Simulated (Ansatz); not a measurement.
[(E)-4,4-dimethyl-3-methylidenepent-1-enyl]benzene (C14H18), SMILES C=C(/C=C/c1ccccc1)C(C)(C)C.

Geometry: PBE-D3(BJ)/def2-SVP. Other conformers were not sampled.

Calculation: PBE-D3(BJ)/def2-SVP in Ansatz (a program for electronic structure).

Each state was relaxed at this level (stationary points, no frequency check), unrestricted for open shells, gas phase, no zero-point terms. λ is the four-point inner reorganisation energy.

Problem. Estimate the ionisation, attachment and triplet energies that can be given, with their reorganisation energies. (Estimate from the structure and the level; the computed values follow.)

Solution. 
```json
[
 {"quantity": "ionisation energy", "at the neutral's geometry (eV)": "7.32", "adiabatic (eV)": "7.21", "at the other state's geometry (eV)": "7.10", "relaxation of that state (meV)": "110", "relaxation of the neutral (meV)": "110", "λ (meV)": "220"},
 {"quantity": "T1 energy", "at the neutral's geometry (eV)": "2.43", "adiabatic (eV)": "1.89", "at the other state's geometry (eV)": "-0.39", "relaxation of that state (meV)": "531", "relaxation of the neutral (meV)": "2289", "λ (meV)": "2819"}
]
```
